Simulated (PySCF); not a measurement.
**UHF on Fe⁺ (iron, charge +1)**

Configuration: [Ar] 3d6 4s1, high-spin 6D determinant. All numbers are calculated (PySCF 2.14, the spin-free X2C one-electron Hamiltonian (Gaussian nucleus), in x2c-TZVPall (6s5p4d1f, 48 functions)).

```json
{
 "Total energy": "-1271.099891 hartree",
 "One-electron energy": "-1748.1611 hartree",
 "Hartree (Coulomb) energy": "531.9241 hartree",
 "Exchange energy": "-54.8629 hartree",
 "⟨S²⟩": "8.7525",
 "⟨L²⟩": "6.015",
 "Sum of ⟨r⟩": "18.08 bohr",
 "Sum of ⟨r²⟩": "25.15 bohr²",
 "Traceless quadrupole moment −½Σ⟨3z² − r²⟩ along its main axis": "0.354 e·bohr²",
 "Langevin diamagnetic susceptibility": "-19.9 ×10⁻⁶ cm³/mol",
 "Time after the integrals": "0.19 s of wall time on 1 thread of Neoverse-V1 (shared host)"
}
```

```tsv
shell	electrons	mean orbital energy (hartree)	spread (hartree)	rms radius, mean of both spins (bohr)
1s α	1	-263.99720	0	0.0675
1s β	1	-263.99136	0	0.0675
2s α	1	-32.80393	0	0.288
2s β	1	-32.68009	0	0.288
2p α	3	-27.86952	0.03436	0.260
2p β	3	-27.74947	0.00092	0.260
3s α	1	-4.73502	0	0.871
3s β	1	-4.36991	0	0.871
3p α	3	-3.27771	0.07631	0.936
3p β	3	-2.84767	0.05200	0.936
3d α	5	-0.97846	0.08817	1.22
3d β	1	-0.76904	0	1.22
4s α	1	-0.56676	0	2.98
```

Densities and radii are taken from the X2C orbitals without a picture-change correction, which distorts them close to the nucleus.
